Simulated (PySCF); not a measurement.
# Reading the logs of faulty runs: AlBFH3O

All numbers below are calculated, not measured. The program is PySCF 2.14.0, an open-source quantum chemistry code, run on an isolated molecule that a program drew, which may never have been made. The molecule is AlBFH3O (charge 0, singlet), drawn as the SMILES string `O[B](F)[AlH2]`.

Each row is a Hartree-Fock (HF) and frozen-core CCSD(T) single point in the cc-pV(D+d)Z basis, meant for a local HF minimum. Run 1 is clean. Each other run has one planted mistake out of seven kinds, and not every kind appears here: one electron removed, one electron added, multiplicity raised by two, geometry at a saddle point, minimal basis STO-3G, one bond length entered in bohr, all coordinates scaled. The reference is restricted for singlets and unrestricted otherwise, and also for a bond in bohr. Adding or removing an electron swaps singlet and doublet. Electrons count all cores. HOMO and LUMO are orbital energies over both spins, the gradient is its largest component, and the lowest frequency (negative if imaginary) is given only where the gradient is small. Bond lengths are over the 6 bonds as drawn. T1 is the CCSD diagnostic: over 0.02 (restricted) or 0.045 (unrestricted) a single reference is doubtful.

Geometry of the clean run:
```xyz
7
AlBFH3O, angstrom
O     0.7679   -2.5025    2.1570
B     1.2789   -1.5334    1.3712
F     2.4435   -1.8219    0.7467
Al    0.2874    0.3688    1.1291
H     1.3015   -3.2888    2.1763
H    -0.7803    0.5887   -0.0210
H     0.6021    1.5796    2.1018
```

```
run  electrons  basis functions  <S^2>  HOMO (eV)  LUMO (eV)  gradient (hartree/bohr)  lowest frequency (cm^-1)  mean bond (Å)  longest bond (Å)      T1  HF (hartree)  CCSD(T) (hartree)                     mistake
  1         38               80  0.000     -10.71       1.04                  2.1e-05                        66         1.4965             2.159  0.0146    -442.74959         -443.30842                    no fault
  2         37               80  0.768     -17.13      -8.47                  1.3e-01                         -         1.4965             2.159  0.0217    -442.39856         -442.94223        one electron removed
  3         38               80  2.008      -5.82      -2.04                  8.6e-02                         -         1.4965             2.159  0.0256    -442.59335         -443.15021  multiplicity raised by two
  4         38               27  0.000      -7.44       8.67                  3.7e-02                         -         1.4965             2.159  0.0164    -437.08443         -437.24916                           ?
```

**Which mistake was planted in run 4, and what did it cost?**

It has 27 basis functions where the clean run has 80, with the same electrons and geometry. So the mistake is: minimal basis STO-3G. Subtracting run 1 and multiplying by 627.51 kcal/mol a hartree, the energy moved by 3554.9 kcal/mol in HF and 3802.2 kcal/mol in CCSD(T).

